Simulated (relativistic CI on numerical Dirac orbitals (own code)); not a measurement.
One change at a time: Os⁷⁵⁺

Base calculation: Dirac-Coulomb-Breit CI, separate exchange-only KLI orbitals for each configuration, model QED (radiative potential, 1s self-energy scaled to tabulated hydrogen-like ionisation energies).

Configuration list: 1s, 2s, 2p, 3s, 3p, 3d, 4s, 4p, 4d, 4f, 5s, 5p, 5d, 5f, 5g, 6s, 6p, 6d. Levels of other configurations are missing.

The lowest level and the first level of each name with at least 55 % of one term (blank where a level has no safe partner in the second run):

```
    Level  Base (eV)  Shift (eV)
 1s ²S1/2        0.0         0.0
2p ²P°1/2    63701.2      +133.3
 2s ²S1/2    63728.4      +111.7
2p ²P°3/2    65579.7      +131.8
3p ²P°1/2    76091.0      +135.6
 3s ²S1/2    76099.0      +129.1
 3d ²D3/2    76649.3      +136.4
3p ²P°3/2    76650.6      +135.0
 3d ²D5/2    76807.2      +136.0
4p ²P°1/2    80346.2      +136.0
 4s ²S1/2    80349.6      +133.3
 4d ²D3/2    80580.0      +136.3
4p ²P°3/2    80580.5      +135.8
4f ²F°5/2    80646.9      +136.4
```

Q: One thing was changed in a second run, which moved the levels as shown. Which?
A. Breit term removed
B. QED terms removed
C. non-relativistic limit
D. configuration mixing switched off

A: B. QED terms removed. QED shifts follow the density of s (and p1/2) electrons at the nucleus, so configurations move by their count of such electrons; where none moves, the smaller shifts of p3/2 electrons and of j = l + 1/2 against j = l − 1/2 set the pattern.
